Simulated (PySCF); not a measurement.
PySCF input (TPSS/def2-TZVPD):

```python
from pyscf import gto, scf, dft

mol = gto.M(
    atom='''
    F    -1.80859123    0.87204318   -0.12027153
    C    -1.19277641   -0.32990127    0.05142083
    Br    0.75235255   -0.11834119    0.01472242
    H    -1.44634856   -0.73385834    1.02686496
    H    -1.45201134   -0.99318101   -0.76823070
    ''',
    basis='def2-tzvpd',
    charge=0,
    spin=0,
    verbose=4,
)

mf = dft.RKS(mol, xc='tpss').density_fit(auxbasis='def2-universal-jkfit')
mf.grids.level = 3
mf.conv_tol = 1e-9
mf.max_cycle = 100
mf.max_memory = 1500
mf.kernel()
if not mf.converged:
    mf = mf.newton()
    mf.kernel(mf.make_rdm1())
mf.analyze()
```

Output:

```
PySCF version 2.14.0

[INPUT] verbose = 4
[INPUT] num. atoms = 5
[INPUT] num. electrons = 52
[INPUT] charge = 0
[INPUT] spin (= nelec alpha-beta = 2S) = 0
[INPUT] symmetry False subgroup None
[INPUT] Mole.unit = angstrom
[INPUT] Symbol           X                Y                Z      unit          X                Y                Z       unit  Magmom
[INPUT]  1 F     -1.808591230000   0.872043180000  -0.120271530000 AA   -3.417742095990   1.647922778995  -0.227280252282 Bohr   0.0
[INPUT]  2 C     -1.192776410000  -0.329901270000   0.051420830000 AA   -2.254020742742  -0.623423048446   0.097171285798 Bohr   0.0
[INPUT]  3 Br     0.752352550000  -0.118341190000   0.014722420000 AA    1.421740268618  -0.223632438355   0.027821341691 Bohr   0.0
[INPUT]  4 H     -1.446348560000  -0.733858340000   1.026864960000 AA   -2.733202659059  -1.386791276828   1.940493541312 Bohr   0.0
[INPUT]  5 H     -1.452011340000  -0.993181010000  -0.768230700000 AA   -2.743903762363  -1.876840101019  -1.451745623483 Bohr   0.0

nuclear repulsion = 164.129875731734
number of shells = 56
number of NR pGTOs = 241
number of NR cGTOs = 152
basis = def2-tzvpd
ecp = {}

******** <class 'pyscf.df.df_jk.DFRKS'> ********
method = DFRKS
initial guess = minao
damping factor = 0
level_shift factor = 0
DIIS = <class 'pyscf.scf.diis.CDIIS'>
diis_start_cycle = 1
diis_space = 8
diis_damp = 0
SCF conv_tol = 1e-09
SCF conv_tol_grad = None
SCF max_cycles = 100
direct_scf = False
XC library pyscf.dft.libxc version 7.1.2
    S. Lehtola, C. Steigemann, M. J. T. Oliveira, and M. A. L. Marques,  SoftwareX 7, 1–5 (2018)
XC functionals = tpss
    J. Tao, J. P. Perdew, V. N. Staroverov, and G. E. Scuseria,  Phys. Rev. Lett. 91, 146401 (2003)
    J. P. Perdew, J. Tao, V. N. Staroverov, and G. E. Scuseria,  J. Chem. Phys. 120, 6898 (2004)
    J. Tao, J. P. Perdew, V. N. Staroverov, and G. E. Scuseria,  Phys. Rev. Lett. 91, 146401 (2003)
    J. P. Perdew, J. Tao, V. N. Staroverov, and G. E. Scuseria,  J. Chem. Phys. 120, 6898 (2004)
radial grids:
    Treutler-Ahlrichs [JCP 102, 346 (1995); DOI:10.1063/1.469408] (M4) radial grids

becke partition: Becke, JCP 88, 2547 (1988); DOI:10.1063/1.454033
pruning grids: <function nwchem_prune>
grids dens level: 3
symmetrized grids: False
atomic radii adjust function: <function treutler_atomic_radii_adjust>
small_rho_cutoff = 0
Set gradient conv threshold to 3.16228e-05
Initial guess from minao.
tot grids = 68424
init E= -2712.37009397327
  HOMO = -0.290006390447587  LUMO = -0.0643049912744878  gap/eV = 6.14165
cycle= 1 E= -2713.24535680769  delta_E= -0.875  |g|= 0.581  |ddm|=  1.8
  HOMO = -0.250630433799449  LUMO = -0.0600269834821209  gap/eV = 5.18658
cycle= 2 E= -2713.1394496394  delta_E= 0.106  |g|= 0.99  |ddm|= 0.72
[...]
cycle= 10 E= -2713.28327149106  delta_E= -6e-11  |g|= 4.1e-06  |ddm|= 1.44e-05
  HOMO = -0.261824400075568  LUMO = -0.0507950022378926  gap/eV = 5.74240
Extra cycle  E= -2713.28327149106  delta_E= -9.09e-13  |g|= 6.25e-06  |ddm|= 8.02e-06
converged SCF energy = -2713.28327149106
**** SCF Summaries ****
Total Energy =                       -2713.283271491057803
Nuclear Repulsion Energy =             164.129875731734245
One-electron Energy =                -4100.387660100736866
Two-electron Energy =                 1222.974512877945244
Two-electron Coulomb Energy =         1330.818493849244078
DFT Exchange-Correlation Energy =     -107.843980971298762
HOMO-LUMO gap [eV] =                     5.742402406129142
**** MO energy ****
MO #1   energy= -481.735555534861  occ= 2
MO #2   energy= -61.9523811583929  occ= 2
MO #3   energy= -55.787468784709   occ= 2
MO #4   energy= -55.7834373873628  occ= 2
MO #5   energy= -55.7831781981772  occ= 2
MO #6   energy= -24.4333733714588  occ= 2
MO #7   energy= -10.1281922864354  occ= 2
MO #8   energy= -8.48285069667224  occ= 2
MO #9   energy= -6.32849893789291  occ= 2
MO #10  energy= -6.31642966884807  occ= 2
MO #11  energy= -6.31564208646893  occ= 2
MO #12  energy= -2.49457060962167  occ= 2
MO #13  energy= -2.49170034105472  occ= 2
MO #14  energy= -2.49112216213663  occ= 2
MO #15  energy= -2.48209598868085  occ= 2
MO #16  energy= -2.48208948336812  occ= 2
MO #17  energy= -1.16076522036805  occ= 2
MO #18  energy= -0.756909365788403 occ= 2
MO #19  energy= -0.636633250276759 occ= 2
MO #20  energy= -0.486731605193637 occ= 2
MO #21  energy= -0.485226703834996 occ= 2
MO #22  energy= -0.438697778619367 occ= 2
MO #23  energy= -0.342524151587346 occ= 2
MO #24  energy= -0.327439588386183 occ= 2
MO #25  energy= -0.271644511537797 occ= 2
MO #26  energy= -0.261824400075568 occ= 2
MO #27  energy= -0.0507950022378926 occ= 0
MO #28  energy= -0.00105650066044859 occ= 0
MO #29  energy= 0.0171307357138247 occ= 0
MO #30  energy= 0.0250986512740097 occ= 0
MO #31  energy= 0.0331721399127695 occ= 0
MO #32  energy= 0.0509153829276806 occ= 0
MO #33  energy= 0.0688859306579516 occ= 0
MO #34  energy= 0.0759539226104959 occ= 0
MO #35  energy= 0.0798761900689869 occ= 0
MO #36  energy= 0.091322585002859  occ= 0
MO #37  energy= 0.125367806849923  occ= 0
MO #38  energy= 0.137264960732407  occ= 0
MO #39  energy= 0.148307410311846  occ= 0
MO #40  energy= 0.163277867767244  occ= 0
MO #41  energy= 0.167577018528721  occ= 0
MO #42  energy= 0.185033765164718  occ= 0
MO #43  energy= 0.196336612303965  occ= 0
MO #44  energy= 0.202959228866556  occ= 0
MO #45  energy= 0.225577377068873  occ= 0
MO #46  energy= 0.23979184195401   occ= 0
MO #47  energy= 0.241533385035231  occ= 0
MO #48  energy= 0.251027088628433  occ= 0
MO #49  energy= 0.273040112742009  occ= 0
MO #50  energy= 0.302784356055127  occ= 0
MO #51  energy= 0.307974636618422  occ= 0
MO #52  energy= 0.319126174750339  occ= 0
MO #53  energy= 0.328131470683196  occ= 0
MO #54  energy= 0.349548542959947  occ= 0
MO #55  energy= 0.358858777207816  occ= 0
MO #56  energy= 0.371627351143852  occ= 0
MO #57  energy= 0.396848984260176  occ= 0
MO #58  energy= 0.412050617813502  occ= 0
MO #59  energy= 0.414236091230737  occ= 0
MO #60  energy= 0.424461286346703  occ= 0
MO #61  energy= 0.455447745615251  occ= 0
MO #62  energy= 0.464935570637831  occ= 0
MO #63  energy= 0.488854125677057  occ= 0
MO #64  energy= 0.51556679063477   occ= 0
MO #65  energy= 0.531865010134749  occ= 0
MO #66  energy= 0.587416629218426  occ= 0
MO #67  energy= 0.595971164779867  occ= 0
MO #68  energy= 0.635860440798779  occ= 0
MO #69  energy= 0.644665409421076  occ= 0
MO #70  energy= 0.684352604821552  occ= 0
MO #71  energy= 0.688468976537667  occ= 0
MO #72  energy= 0.697845741631213  occ= 0
MO #73  energy= 0.702910869179367  occ= 0
MO #74  energy= 0.743607371406919  occ= 0
MO #75  energy= 0.875967718298805  occ= 0
MO #76  energy= 0.876298187097987  occ= 0
MO #77  energy= 0.969871044630728  occ= 0
MO #78  energy= 0.991387617924449  occ= 0
MO #79  energy= 1.00448790178501   occ= 0
MO #80  energy= 1.08606134955211   occ= 0
MO #81  energy= 1.08613542855197   occ= 0
MO #82  energy= 1.1459218835178    occ= 0
MO #83  energy= 1.18405639527597   occ= 0
MO #84  energy= 1.24713876647426   occ= 0
MO #85  energy= 1.38849984109524   occ= 0
MO #86  energy= 1.40463808576168   occ= 0
MO #87  energy= 1.43809821456384   occ= 0
MO #88  energy= 1.47000121157831   occ= 0
MO #89  energy= 1.47202397072037   occ= 0
MO #90  energy= 1.49345322694828   occ= 0
MO #91  energy= 1.49839211280878   occ= 0
MO #92  energy= 1.5241241421349    occ= 0
MO #93  energy= 1.60196416663521   occ= 0
MO #94  energy= 1.64742574826208   occ= 0
MO #95  energy= 1.65576653667229   occ= 0
MO #96  energy= 1.65585954454252   occ= 0
MO #97  energy= 1.67331939224246   occ= 0
MO #98  energy= 1.7193058347025    occ= 0
MO #99  energy= 1.72726199239866   occ= 0
MO #100 energy= 1.75986441971576   occ= 0
MO #101 energy= 1.8061107224729    occ= 0
MO #102 energy= 1.82361681087584   occ= 0
MO #103 energy= 1.89874372892672   occ= 0
MO #104 energy= 2.03275798891292   occ= 0
MO #105 energy= 2.0633641821696    occ= 0
MO #106 energy= 2.13195710472071   occ= 0
MO #107 energy= 2.28002413879369   occ= 0
[...]
```
